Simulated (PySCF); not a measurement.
**Exact mass, isotope pattern and composition**

Species: `O[BH2-]C1CCC1`.

Calculated for natural abundance.

Question: Find the molar and monoisotopic masses of [C4H10BO]-.

Answer: For [C4H10BO]-, with standard atomic weights, 1 × 15.999 + 1 × 10.810 + 4 × 12.011 + 10 × 1.008 = 84.933 g/mol. From the most abundant isotopes (16O, 11B, 12C, 1H), 1 × 15.994915 + 1 × 11.009305 + 4 × 12.000000 + 10 × 1.007825 = 85.0825 u for neutral atoms; the ion's mass is 85.0830 u once 1 electron mass (0.000549 u) is added.

Question: Give the isotope pattern of the ion itself, merging species of the same nominal mass.

Answer: 
| nominal mass | m/z (centroid) | relative intensity |
| --- | --- | --- |
| 84 | 84.0867 | 24.6 |
| 85 | 85.0831 | 100.0 |
| 86 | 86.0865 | 4.5 |
| 87 | 87.0880 | 0.3 |

Cut off at 0.1 %. Abundances used (%; other tables differ somewhat): 16O 99.757, 17O 0.038, 18O 0.205; 10B 19.9, 11B 80.1; 12C 98.93, 13C 1.07; 1H 99.9885, 2H 0.0115.

Question: List the species in which a single atom is changed from its most abundant isotope.

Answer: Intensity in % of the monoisotopic species:

```tsv
isotope	mass shift (u)	m/z	intensity (%)
10B	-0.99637	84.0867	24.84
13C	+1.00335	86.0864	4.33
17O	+1.00422	86.0872	0.04
2H	+1.00628	86.0893	0.12
18O	+2.00425	87.0873	0.21
```

Species under 0.02 % are left out.

Question: Elemental analysis, calculated?

Answer: O 18.84 %, B 12.73 %, C 56.57 %, H 11.87 %.

Question: What resolving power m/Δm just matches the spacing of the species with one 13C and with one 2H?

Answer: They lie 0.00292 u apart at mass 86.09, so m/Δm is about 29000.
